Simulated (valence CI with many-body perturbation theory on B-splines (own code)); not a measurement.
# Cr X: electric-dipole lines

Calculated by configuration interaction combined with many-body perturbation theory (CI+MBPT): five valence electrons over a frozen Dirac-Fock core [Ne], a basis of 11 s, 11 p, 10 d, 8 f, 5 g, 2 h functions for each j, with the one-electron correlation potential Σ1, the two-electron term Σ2, the three-electron term Σ3, Breit, model QED; selected CI, second order for the rest, scaled by the run's own slope (own B-spline code, finite nucleus).

No measured spectrum was set against this ion. As an estimate, levels of excited configurations hold to 0.05 to 0.15 % of their energy, terms of the ground configuration to about 0.5 %. Among the levels kept, up to 3100 cm⁻¹ of a level comes from second order outside the variational space, and about a tenth of that is noise between levels of different J, which matters for small intervals.

Lines 1 to 50 of 597 in falling wavelength, among levels below 113.72 eV, chosen from the strongest by gf and those to the six lowest levels. Wavelengths and rates use the calculated energies, so an error of 200 cm⁻¹ moves a line at 714.5 Å by 0.14 % and its rate by three times that or more. Electric multipoles are in the length gauge, E1 and E2 with the static RPA response of the core. Weak lines are less certain than strong ones. Lines between different terms over intervals too small for the method are left out, as are lines whose strength nearly cancels. Where a level lies close to another of its J and parity, the split of strength between their lines is uncertain. The highest levels of a list are the least certain.

Names give the largest LS component (configuration and term), which can be under half, so a name can repeat, a term be missing and a line seem to break the LS rules; names also repeat where a configuration has a term twice. Letters in brackets count levels of one name in rising energy.

| λ vac (Å) | Upper | Lower | A (s⁻¹) | S (a.u.) with core polarisation | S without |
| --- | --- | --- | --- | --- | --- |
| 714.5 | 3p⁴3d ⁴D_7/2 | 3s3p³3d ⁴D°_7/2 [d] | 1.76e+08 | 2.54e-01 | 2.64e-01 |
| 694.8 | 3p⁴3d ²G_9/2 | 3s3p³3d ²F°_7/2 [d] | 1.19e+08 | 1.97e-01 | 2.05e-01 |
| 601.1 | 3p⁴3d ⁴F_9/2 | 3s3p³3d ⁴D°_7/2 [d] | 5.44e+08 | 5.84e-01 | 6.07e-01 |
| 589.7 | 3p⁴3d ⁴F_7/2 | 3s3p³3d ⁴D°_5/2 [c] | 4.72e+08 | 3.82e-01 | 3.97e-01 |
| 581.7 | 3p⁴3d ⁴F_5/2 | 3s3p³3d ⁴D°_3/2 [d] | 3.27e+08 | 1.91e-01 | 1.98e-01 |
| 581.2 | 3p⁴3d ⁴F_3/2 | 3s3p³3d ⁴D°_1/2 [d] | 4.21e+08 | 1.63e-01 | 1.70e-01 |
| 579.8 | 3s3p⁴ ⁴P_3/2 | 3s²3p³ ²P°_3/2 | 4.09e+06 | 1.57e-03 | 1.64e-03 |
| 570.9 | 3p⁴3d ⁴P_5/2 | 3s3p³3d ⁴D°_7/2 [d] | 4.36e+08 | 2.40e-01 | 2.50e-01 |
| 515.0 | 3s3p⁴ ⁴P_5/2 | 3s²3p³ ²D°_5/2 | 9.55e+06 | 3.86e-03 | 4.02e-03 |
| 508.8 | 3s3p⁴ ⁴P_5/2 | 3s²3p³ ²D°_3/2 | 3.95e+06 | 1.54e-03 | 1.60e-03 |
| 494.0 | 3p⁴3d ²G_7/2 | 3s3p³3d ²F°_7/2 [b] | 8.04e+08 | 3.83e-01 | 3.98e-01 |
| 487.2 | 3p⁴3d ²G_9/2 | 3s3p³3d ²F°_7/2 [b] | 3.83e+08 | 2.19e-01 | 2.27e-01 |
| 486.2 | 3p⁴3d ²P_1/2 | 3s3p³3d ²D°_3/2 [b] | 1.52e+09 | 1.72e-01 | 1.79e-01 |
| 482.4 | 3p⁴3d ²G_9/2 | 3s3p³3d ²G°_9/2 [b] | 2.45e+09 | 1.36e+00 | 1.41e+00 |
| 478.3 | 3p⁴3d ²G_7/2 | 3s3p³3d ²G°_7/2 [b] | 1.62e+09 | 6.99e-01 | 7.27e-01 |
| 476.6 | 3p⁵ ²P°_3/2 | 3s²3p²3d ²P_3/2 [a] | 1.67e+09 | 3.56e-01 | 3.71e-01 |
| 470.6 | 3p⁴3d ²P_3/2 | 3s3p³3d ²D°_5/2 [b] | 1.07e+09 | 2.20e-01 | 2.29e-01 |
| 460.7 | 3s3p³3d ⁴F°_9/2 [a] | 3s²3p²3d ⁴F_9/2 | 6.14e+08 | 2.96e-01 | 3.08e-01 |
| 456.5 | 3s3p³3d ⁴F°_7/2 [a] | 3s²3p²3d ⁴F_7/2 | 5.55e+08 | 2.09e-01 | 2.17e-01 |
| 453.2 | 3s3p³3d ⁴F°_5/2 [a] | 3s²3p²3d ⁴F_5/2 | 5.53e+08 | 1.52e-01 | 1.58e-01 |
| 451.4 | 3s3p³3d ⁴F°_3/2 [a] | 3s²3p²3d ⁴F_3/2 | 7.14e+08 | 1.30e-01 | 1.35e-01 |
| 447.9 | 3s3p⁴ ²D_5/2 | 3s²3p³ ²P°_3/2 | 3.81e+08 | 1.01e-01 | 1.06e-01 |
| 443.4 | 3s3p⁴ ²D_3/2 | 3s²3p³ ²P°_1/2 | 2.12e+08 | 3.65e-02 | 3.80e-02 |
| 443.3 | 3p⁴3d ²D_3/2 | 3s3p³3d ²F°_5/2 [a] | 9.51e+08 | 1.63e-01 | 1.70e-01 |
| 433.2 | 3p⁴3d ²D_5/2 | 3s3p³3d ²F°_7/2 [a] | 1.33e+09 | 3.20e-01 | 3.32e-01 |
| 428.9 | 3s3p³3d ⁴P°_5/2 [c] | 3s²3p²3d ⁴P_5/2 | 5.95e+08 | 1.39e-01 | 1.44e-01 |
| 427.6 | 3s3p⁴ ⁴P_5/2 | 3s²3p³ ⁴S°_3/2 | 1.20e+09 | 2.77e-01 | 2.88e-01 |
| 427.0 | 3s3p³3d ⁴P°_3/2 [b] | 3s²3p²3d ⁴P_5/2 | 8.96e+08 | 1.38e-01 | 1.43e-01 |
| 422.2 | 3p⁴3d ²G_7/2 | 3s3p³3d ²F°_5/2 [a] | 1.12e+09 | 3.33e-01 | 3.45e-01 |
| 419.3 | 3p⁴3d ⁴F_9/2 | 3s3p³3d ⁴F°_9/2 [b] | 9.80e+08 | 3.56e-01 | 3.71e-01 |
| 416.9 | 3p⁴3d ²G_9/2 | 3s3p³3d ²F°_7/2 [a] | 1.16e+09 | 4.14e-01 | 4.30e-01 |
| 416.7 | 3s3p⁴ ⁴P_3/2 | 3s²3p³ ⁴S°_3/2 | 1.28e+09 | 1.83e-01 | 1.90e-01 |
| 416.3 | 3p⁴3d ⁴F_9/2 | 3s3p³3d ⁴D°_7/2 [b] | 3.78e+08 | 1.35e-01 | 1.40e-01 |
| 415.5 | 3p⁴3d ⁴F_7/2 | 3s3p³3d ⁴F°_7/2 [b] | 9.21e+08 | 2.61e-01 | 2.71e-01 |
| 412.6 | 3p⁴3d ⁴F_5/2 | 3s3p³3d ⁴F°_5/2 [b] | 7.76e+08 | 1.61e-01 | 1.68e-01 |
| 412.0 | 3p⁴3d ⁴F_3/2 | 3s3p³3d ⁴F°_3/2 [b] | 1.02e+09 | 1.41e-01 | 1.46e-01 |
| 411.7 | 3s3p⁴ ⁴P_1/2 | 3s²3p³ ⁴S°_3/2 | 1.33e+09 | 9.16e-02 | 9.52e-02 |
| 410.8 | 3p⁴3d ²D_3/2 | 3s3p³3d ²D°_3/2 [a] | 9.15e+08 | 1.25e-01 | 1.30e-01 |
| 406.6 | 3s3p³3d ⁴G°_11/2 | 3s²3p²3d ⁴F_9/2 | 2.57e+09 | 1.02e+00 | 1.06e+00 |
| 404.5 | 3p⁴3d ²D_5/2 | 3s3p³3d ²D°_5/2 [a] | 6.64e+08 | 1.30e-01 | 1.35e-01 |
| 402.4 | 3s3p³3d ²F°_7/2 [c] | 3s²3p²3d ²F_7/2 [b] | 6.33e+08 | 1.63e-01 | 1.69e-01 |
| 401.2 | 3s3p³3d ⁴G°_9/2 | 3s²3p²3d ⁴F_7/2 | 2.51e+09 | 8.00e-01 | 8.30e-01 |
| 399.8 | 3s3p⁴ ²D_3/2 | 3s²3p³ ²D°_5/2 | 6.35e+07 | 8.02e-03 | 8.34e-03 |
| 398.3 | 3s3p⁴ ²D_5/2 | 3s²3p³ ²D°_5/2 | 2.05e+09 | 3.83e-01 | 3.98e-01 |
| 397.4 | 3s3p³3d ²D°_3/2 [b] | 3s²3p²3d ²P_1/2 [a] | 1.18e+09 | 1.46e-01 | 1.52e-01 |
| 396.9 | 3s3p³3d ⁴G°_7/2 | 3s²3p²3d ⁴F_5/2 | 2.43e+09 | 6.00e-01 | 6.22e-01 |
| 396.4 | 3s3p³3d ⁴D°_7/2 [c] | 3s²3p²3d ⁴P_5/2 | 4.86e+08 | 1.20e-01 | 1.24e-01 |
| 396.1 | 3s3p⁴ ²D_3/2 | 3s²3p³ ²D°_3/2 | 2.38e+09 | 2.92e-01 | 3.03e-01 |
| 395.9 | 3p⁵ ²P°_3/2 | 3s3p⁴ ²D_5/2 | 3.01e+09 | 3.69e-01 | 3.83e-01 |
| 395.5 | 3s3p³3d ²F°_7/2 [d] | 3s²3p²3d ²D_5/2 [c] | 5.78e+08 | 1.41e-01 | 1.47e-01 |
